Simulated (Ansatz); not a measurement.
C3H5N, SMILES `C1=NCC1` (charge 0, multiplicity 1).

Cartesian coordinates (Å):
SMILES: C1=NCC1
```xyz
9

C      1.0999    -0.1754    -0.3030
N      0.4093    -1.2474    -0.4303
C     -0.8181    -0.5351     0.0466
C      0.0343     0.7593     0.1960
H      2.1605    -0.0631    -0.5196
H     -1.6047    -0.5068    -0.7079
H     -1.2143    -0.9576     0.9704
H      0.1614     1.1381     1.2114
H     -0.2283     1.5880    -0.4636
```
Charge 0, spin multiplicity 1.

Frozen-core energies in 6-31g from Ansatz (an electronic-structure program) at a geometry from B3LYP-D3(BJ)/def2-TZVP; the HF reference has <S^2> = 0.00 (restricted, and unstable towards unrestricted orbitals) and the T1 diagnostic is 0.009.

```csv
level,energy (Ha)
HF,-170.80619
MP2,-171.18348
CCSD,-171.21845
```

Question: Estimate the energies of CCSD(T), CCSDT and CCSDT(Q), and give each level's difference from CCSDT(Q).

Answer: 
```tsv
level	energy (Ha)	difference from CCSDT(Q) (mHa)
MP2	-171.18348	49.04
CCSD	-171.21845	14.06
CCSD(T)	-171.23080	1.72
CCSDT	-171.23122	1.29
CCSDT(Q)	-171.23251	0.00
```
